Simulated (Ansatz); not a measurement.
```xyz
11

C    -1.2478    0.0104   -1.2426
Si    0.2965   -0.6093   -0.3954
Si    0.9884    0.7345    1.3872
I    -0.1472   -2.8331    0.5594
H    -2.0678    0.1088   -0.5290
H    -1.5552   -0.6794   -2.0310
H    -1.0573    0.9895   -1.6913
H     1.3933   -0.7955   -1.3823
H    -0.1083    0.8177    2.3880
H     1.3100    2.1101    0.9133
H     2.1952    0.1463    2.0236
```

The species carries charge 0 and has multiplicity 1. I takes the def2 core potential.

Question: List the r2SCAN/def2-TZVPP orbital energies in eV (Ansatz). (Best estimate.)

Answer: The calculation gave: Occupied: -1791.78, -1790.98, -273.12, -184.35, -142.17, -141.49, -130.43, -130.22, -130.22, -97.10, -97.00, -96.98, -96.34, -96.34, -96.34, -50.21, -50.14, -50.13, -49.96, -49.96, -18.78, -17.87, -14.30, -12.47, -10.83, -10.76, -9.22, -9.14, -8.65, -8.41, -7.81, -6.73, -6.54. Lowest empty: -1.33, -0.54, 0.09, 0.56, 0.91, 1.04, 1.35, 2.18.
